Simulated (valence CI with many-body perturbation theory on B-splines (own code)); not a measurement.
**Missing levels of I20+**

Level of theory: relativistic CI+MBPT: five valence electrons over a frozen Dirac-Fock core [Ar] 3d10, a basis of 9 s, 9 p, 8 d, 6 f, 3 g, 1 h functions for each j, with the one-electron correlation potential Σ1, the two-electron term Σ2, the three-electron term Σ3, Breit, model QED; selected CI, second order for the rest (own B-spline code, finite nucleus).

No measured levels were compared; by estimate levels hold to about 250 cm⁻¹ or 0.2 % of their energy and the worst to 1 %, as in measured heavy ions of charge 2 to 7; those with d or f electrons hold less well. Among the levels kept, up to 300 cm⁻¹ of a level comes from second order outside the variational space, and about a tenth of that is noise between levels of different J, which matters for small intervals.

```tsv
Level	E (cm⁻¹)
(4s^2 4p1/2^2 4p3/2) J=3/2	0
(4s^2 4p1/2 4p3/2^2) J=3/2	?
(4s^2 4p1/2 4p3/2^2) J=5/2	?
(4s^2 4p1/2 4p3/2^2) J=1/2	151780
(4s^2 4p3/2^3) J=3/2	248250
(4s 4p1/2^2 4p3/2^2) J=5/2	?
(4s 4p1/2^2 4p3/2^2) J=3/2	?
(4s 4p1/2^2 4p3/2^2) J=1/2	542760
(4s 4p1/2 4p3/2^3) J=3/2 [a]	605650
(4s 4p1/2 4p3/2^3) J=5/2	635040
(4s^2 4p1/2^2 4d3/2) J=3/2	664710
(4s 4p1/2 4p3/2^3) J=1/2	?
(4s 4p1/2 4p3/2^3) J=3/2 [b]	690000
(4s^2 4p1/2^2 4d5/2) J=5/2	699630
(4s^2 4p1/2 4p3/2 4d3/2) J=5/2	749710
(4s^2 4p1/2 4p3/2 4d3/2) J=1/2 [a]	756640
(4s^2 4p1/2 4p3/2 4d3/2) J=7/2	765370
(4s^2 4p1/2 4p3/2 4d3/2) J=3/2 [a]	768560
(4s^2 4p1/2 4p3/2 4d5/2) J=7/2 [a]	772140
(4s^2 4p1/2 4p3/2 4d5/2) J=9/2	?
```

Levels are named by their leading jj configuration (3d3/2^4 stands for four electrons in 3d with j = 3/2), which in mixed levels can hold well under half, so a name can repeat and another be missing. Letters in brackets count levels of one name in rising energy.

Task: The levels stand in rising order. What does the calculation give for the missing energies?

Result: (4s^2 4p1/2 4p3/2^2) J=3/2 95699; (4s^2 4p1/2 4p3/2^2) J=5/2 119660; (4s 4p1/2^2 4p3/2^2) J=5/2 480650; (4s 4p1/2^2 4p3/2^2) J=3/2 537430; (4s 4p1/2 4p3/2^3) J=1/2 676050; (4s^2 4p1/2 4p3/2 4d5/2) J=9/2 793960.
